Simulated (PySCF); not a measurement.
**Correlation energy of Cr²⁺ (chromium, charge +2)**

[Ar] 3d3 4s1, high-spin 5F determinant (an excited configuration). Calculation: PySCF 2.14, in aug-cc-pwCVTZ-DK (10s9p7d4f3g, 127 functions); scalar relativity by spin-free X2C-1e. Frozen: [Ne]; 12 electrons correlated.

MP2 pair energies summed by pair of shells (mhartree):

| pair | energy | share (%) |
| --- | --- | --- |
| 3p-3d | -134.31 | 34.0 |
| 3p-3p | -132.31 | 33.5 |
| 3s-3p | -48.02 | 12.1 |
| 3s-3d | -24.35 | 6.2 |
| 3d-3d | -19.59 | 5.0 |
| 3p-4s | -17.86 | 4.5 |
| 3d-4s | -9.60 | 2.4 |
| 3s-3s | -7.69 | 1.9 |
| 3s-4s | -1.53 | 0.4 |

Total MP2 correlation energy: -395.27 mhartree.

Same-spin part -118.84 and opposite-spin part -276.43 mhartree; SCS-MP2 scales them by 1/3 and 6/5 to -371.33 mhartree.
